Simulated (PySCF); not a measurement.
A series of related molecules.

All values: CAM-B3LYP/def2-SVPD (PySCF) at GFN2-xTB geometries, gas phase, one conformer each. Core orbitals are frozen in the response; Δα² is half the sum of the squared differences of the principal polarisabilities.

Question: Rank by dipole moment, lowest first.
A. `[CH2:1]=[CH:2][N:3]([CH3:4])[SiH2:5][PH2:6]` with C1–C2–N3–C4 -1°, C2–N3–Si5–P6 -1°, N3–Si5–P6–H -78° and -171°
B. `[CH3:1][N:2]([SiH2:3][PH2:4])[CH:5]1[CH2:6][CH2:7]1` with C1–N2–Si3–P4 23°, N2–Si3–P4–H 173° and -95°, C1–N2–C5–C6 63°
C. `[CH2:1]=[CH:2][CH2:3][N:4]([CH3:5])[SiH2:6][PH2:7]` with C1–C2–C3–N4 -121°, C2–C3–N4–C5 -80°, C3–N4–Si6–P7 31°, N4–Si6–P7–H -96° and 171°

Answer: B (1.06 D), C (1.22 D), A (1.46 D).

Question: Rank by mean static polarisability, lowest first.
A. `C=CN(C)[SiH2]P`
B. `CN(CC=C)[SiH2]P`
C. `CCN(C)[SiH2]P`
D. `C1C(N(C)[SiH2]P)C1`

Answer: C (14.53 Å³), A (14.79 Å³), D (15.76 Å³), B (16.04 Å³).

All values together:

```csv
SMILES,formula,μ (D),HOMO (eV),LUMO (eV),α (Å³),Δα (Å³),electrons,α per electron (Å³)
C=CCN(C)[SiH2]P,C4H12NPSi,1.22,-7.76,1.04,16.04,4.14,72,0.223
CCN(C)[SiH2]P,C3H12NPSi,1.06,-7.71,1.12,14.53,3.59,66,0.220
C=CN(C)[SiH2]P,C3H10NPSi,1.46,-7.30,1.02,14.79,5.68,64,0.231
CN([SiH2]P)C1CC1,C4H12NPSi,1.06,-7.40,1.10,15.76,5.43,72,0.219
```

Conformers: `[CH2:1]=[CH:2][CH2:3][N:4]([CH3:5])[SiH2:6][PH2:7]` with C1–C2–C3–N4 -121°, C2–C3–N4–C5 -80°, C3–N4–Si6–P7 31°, N4–Si6–P7–H -96° and 171°; `[CH3:1][CH2:2][N:3]([CH3:4])[SiH2:5][PH2:6]` with C1–C2–N3–C4 -71°, C2–N3–Si5–P6 23°, N3–Si5–P6–H 167° and 74°; `[CH2:1]=[CH:2][N:3]([CH3:4])[SiH2:5][PH2:6]` with C1–C2–N3–C4 -1°, C2–N3–Si5–P6 -1°, N3–Si5–P6–H -78° and -171°; `[CH3:1][N:2]([SiH2:3][PH2:4])[CH:5]1[CH2:6][CH2:7]1` with C1–N2–Si3–P4 23°, N2–Si3–P4–H 173° and -95°, C1–N2–C5–C6 63°.
